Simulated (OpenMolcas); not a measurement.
Ta4+ (d1) in a complex was computed by CASSCF with the d shell active (OpenMolcas, ANO-RCC-VDZP on the metal). Its lowest spin-free states, and all those of the highest spin:

```json
{"2S+1": "2", "Degeneracy": "2", "E (cm-1)": "0.0"}
{"2S+1": "2", "Degeneracy": "3", "E (cm-1)": "9347"}
```

**Question.** Is the site octahedral, tetrahedral or cube-like, axial, or of lower symmetry?

**Answer.** The states with 2S+1 = 2 have orbital degeneracies 2, 3. Threefold states need a cubic site. For d1 at this spin an octahedron puts the threefold T2 below the twofold E and a tetrahedron or cube puts the twofold E below the threefold T2, so the site is a tetrahedron or a cube, which this pattern cannot tell apart. The first gap at this spin, 9350 cm-1, is |10Dq| in ligand-field theory. The run had Ta4+ with 4 ligands (chloride) in tetrahedral coordination (Td) at 2.31 Å. Ligand basis ANO-RCC-VDZP.

An orbital doublet at a regular site is open to a Jahn-Teller distortion, which this geometry leaves out. The least metal-like active orbital is 69 % on the metal (Löwdin) and no ligand orbital is active, so the numbers are rough. With metal d orbitals alone the field can be off either way by tens of per cent. Ligand-to-metal charge-transfer states are missing. No measured value stands beside these numbers; the geometry is a model, was not optimised and need not be the one that this ion takes.
